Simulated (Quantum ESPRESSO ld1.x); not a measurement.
Values are calculated unless marked as measured or tabulated.
Problem. The aim is neutral ytterbium in [Xe] 4f14 6s2. What will ld1.x (Quantum ESPRESSO 7.5) do with this input?

```
 &input
    zed=70.0,
    iswitch=1,
    rel=1,
    lsd=1,
    dft='PW',
    config='[Xe] 4f14 6s2',
    verbosity='high',
    noscf=.true.,
    prefix='ld1',
    max_out_wfc=37,
    file_charge='ld1.rho',
 /
```

Solution. Refused. The program stops in ld1_readin with "hydrogenic levels available only with lsd=0": noscf gives hydrogenic levels and needs lsd = 0.

Output (excerpt):

```
     Program LD1 v.7.5 starts

 %%%%%%%%%%%%%%%%%%%%%%%%%%%%%%%%%%%%%%%%%%%%%%%%%%%%%%%%%%%%%%%%%%%%%%%%%%%%%%
     Error in routine ld1_readin (1):
     hydrogenic levels available only with lsd=0
 %%%%%%%%%%%%%%%%%%%%%%%%%%%%%%%%%%%%%%%%%%%%%%%%%%%%%%%%%%%%%%%%%%%%%%%%%%%%%%

     stopping ...
```

Run on one thread of a shared host, so times are rough (Intel(R) Xeon(R) Processor @ 2.60GHz): 0.49 s of CPU time, 0.52 s wall.
